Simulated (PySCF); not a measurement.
Cl²⁺ (chlorine, charge +2) across methods

[Ne] 3s2 3p2 4s1, high-spin 4P determinant (an excited configuration). Calculation: PySCF 2.14, in aug-cc-pVTZ-DK; the spin-free X2C one-electron Hamiltonian (Gaussian nucleus).

| method | E (hartree) | mean ε 3s β (eV) | mean ε 3p α (eV) | mean ε 4s α (eV) | Σ⟨r²⟩ (bohr²) | ⟨S²⟩ |
| --- | --- | --- | --- | --- | --- | --- |
| BP86 | -459.4713 | -48.957 | -38.260 | -15.584 | 26.33 | 3.752 |
| revPBE | -459.3579 | -48.632 | -38.233 | -15.367 | 26.40 | 3.753 |
| UHF | -458.83891 | -53.622 | -44.916 | -17.391 | 26.95 | 3.758 |
| PBE | -459.2482 | -48.706 | -38.225 | -15.414 | 26.35 | 3.752 |
| r2SCANh | -459.3758 | -49.600 | -39.620 | -15.629 | 26.78 | 3.756 |
| TPSS | -459.4385 | -48.786 | -38.553 | -15.295 | 26.59 | 3.753 |
| PBE0 | -459.2766 | -50.346 | -40.115 | -16.006 | 26.50 | 3.753 |
| r2SCAN | -459.3752 | -48.997 | -38.959 | -15.389 | 26.80 | 3.755 |

(1) Estimate the same row for LDA.

The outer electron is Rydberg-like, and this basis confines it to a smaller radius and binds it less than a complete one would.

Answers

(1) E (hartree) = -457.9068; mean ε 3s β (eV) = -48.917; mean ε 3p α (eV) = -38.119; mean ε 4s α (eV) = -15.580; Σ⟨r²⟩ (bohr²) = 26.28; ⟨S²⟩ = 3.751.
